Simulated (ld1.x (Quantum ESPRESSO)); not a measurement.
# An all-electron radial function and its pseudo partner (V)

Columns: radius, all-electron u(r) and pseudo u(r) of the 3d shell (level -5.52 eV) of vanadium in the configuration [Ar] 3d3 4s1.75 4p0.25; PBE, scalar-relativistic, TM semilocal scheme, ld1.x (Quantum ESPRESSO) 7.5.

```
r (bohr)  all-electron  pseudo
   0.182        0.1449  0.0291
   0.365        0.4495  0.1973
   0.548        0.6769  0.4963
   0.730        0.7903  0.7750
   0.912        0.8160  0.9050
   1.095        0.7895  0.8840
   1.277        0.7375  0.7909
   1.460        0.6751  0.6925
   1.642        0.6113  0.6137
   1.825        0.5497  0.5497
   2.007        0.4930  0.4930
   2.190        0.4412  0.4412
   2.372        0.3949  0.3949
   2.555        0.3532  0.3532
   2.738        0.3158  0.3158
   2.920        0.2826  0.2826
   3.102        0.2527  0.2527
   3.285        0.2257  0.2257
   3.468        0.2014  0.2014
   3.650        0.1798  0.1798
   3.832        0.1604  0.1604
   4.015        0.1429  0.1429
   4.198        0.1273  0.1273
   4.380        0.1134  0.1134
   4.562        0.1010  0.1010
   4.745        0.0899  0.0899
```

(1) How many radial nodes do the two functions have?

(2) At about which radius was the pseudo-wave matched?

(3) Is the pseudo-wave norm-conserving?

Answers

(1) The all-electron 3d function has n − l − 1 = 0; the pseudo-wave has 0.

(2) 1.95 bohr, where the columns begin to agree (steps of 0.18 bohr).

(3) Yes: the TM semilocal scheme keeps the norm inside the radius equal to the all-electron one, which fixes the energy derivative of the logarithmic derivative at the level.
